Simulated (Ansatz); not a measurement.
FGeH9O3Si3, SMILES `[F][Ge]([O][SiH3])([O][SiH3])[O][SiH3]` at its PBE0-D4/def2-TZVP geometry, where that method's forces vanish. The species carries charge 0 and has multiplicity 1.

```xyz
17

F    -2.2497   -0.7264   -0.0075
Ge   -0.6489   -0.1199   -0.1078
O     0.3710   -1.3228   -0.8203
Si    1.4391   -2.4359   -0.2321
O    -0.6855    1.2937   -1.1002
Si   -0.0793    1.6868   -2.5839
O    -0.1076    0.2387    1.4961
Si   -0.7621    0.9104    2.8542
H     2.6838   -1.7618    0.2148
H     1.7397   -3.3704   -1.3416
H     0.8422   -3.1730    0.9106
H     1.4032    1.5958   -2.5746
H    -0.4984    3.0807   -2.8592
H    -0.6196    0.7756   -3.6243
H    -1.7814    1.9265    2.4871
H    -1.3913   -0.1466    3.6837
H     0.3449    1.5484    3.6051
```

Question: What forces (eV/Å) does PBE-D4/def2-TZVPP give on these atoms in Ansatz 0.2.0? (Estimate.)

Answer: Computed: 
```
F1  -0.719 -0.268  0.036
Ge2  0.082  0.016  0.009
O3   0.093 -0.145 -0.497
Si4  0.196 -0.198  0.149
O5  -0.211  0.478  0.063
Si6  0.135  0.037 -0.286
O7   0.455 -0.049  0.236
Si8 -0.156  0.126  0.238
H9   0.148  0.061  0.051
H10  0.031 -0.101 -0.124
H11 -0.052 -0.095  0.127
H12  0.163 -0.004 -0.016
H13 -0.049  0.153 -0.026
H14 -0.052 -0.089 -0.127
H15 -0.114  0.118 -0.021
H16 -0.072 -0.109  0.103
H17  0.122  0.069  0.084
```
